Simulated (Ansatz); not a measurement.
`FC1(F)OC1(F)F` and `FC1OC1(F)F` differ in one atom or group.

Ansatz, PBE0-D4/def2-TZVP geometries, multiplicity 1. 

| property | `FC1(F)OC1(F)F` |
| --- | --- |
| LUMO energy (B3LYP/def2-TZVPP) / eV | 1.46 |
| HOMO energy (PBE/def2-TZVPP) / eV | -8.20 |
| HOMO energy (PBE0/def2-TZVPP) / eV | -9.91 |
| LUMO energy (PBE/def2-TZVPP) / eV | 0.87 |
| LUMO energy (ωB97M-V/def2-TZVPP) / eV | 3.57 |
| zero-point energy (PBE0-D4/def2-TZVP) / kJ/mol | 70.7 |

Task: Give the same properties after the change, and the shifts. (Estimate.)

Result: Computed: 
| property | `FC1OC1(F)F` | shift |
| --- | --- | --- |
| LUMO energy (B3LYP/def2-TZVPP) / eV | 1.25 | -0.21 |
| HOMO energy (PBE/def2-TZVPP) / eV | -7.83 | 0.37 |
| HOMO energy (PBE0/def2-TZVPP) / eV | -9.51 | 0.40 |
| LUMO energy (PBE/def2-TZVPP) / eV | 0.64 | -0.23 |
| LUMO energy (ωB97M-V/def2-TZVPP) / eV | 3.20 | -0.37 |
| zero-point energy (PBE0-D4/def2-TZVP) / kJ/mol | 91.6 | 20.9 |

With PBE0 the HOMO rises by 0.40 eV and the LUMO falls by 0.26 eV, so the gap narrows by about 0.66 eV. PBE moves the HOMO by 0.37 eV and ωB97M-V by 0.39 eV.

B3LYP here is the variant with VWN-RPA as its local correlation; programs differ in this.
